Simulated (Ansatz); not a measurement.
Ansatz results at the PBE0-D4/def2-TZVP geometry: HOMO energy (B3LYP/def2-TZVPP) -6.97 eV; LUMO energy (PBE/def2-TZVPP) -1.29 eV; HOMO energy (PBE/def2-TZVPP) -6.23 eV.

Problem. Which molecule gave them?
A. `[SiH3][Sb]([SiH3])[Cl]`
B. `[F][Sb]([F])[Cl]`
C. `[F][Sb]([F])[SiH3]`
D. `[SiH3][SbH][SiH3]`

Solution. D. The others give `[F][Sb]([F])[SiH3]`: -7.22, -2.60, -6.31; `[SiH3][Sb]([SiH3])[Cl]`: -6.97, -2.73, -6.18; `[F][Sb]([F])[Cl]`: -8.97, -2.53, -7.89.

B3LYP here is the variant with VWN-RPA as its local correlation; programs differ in this.
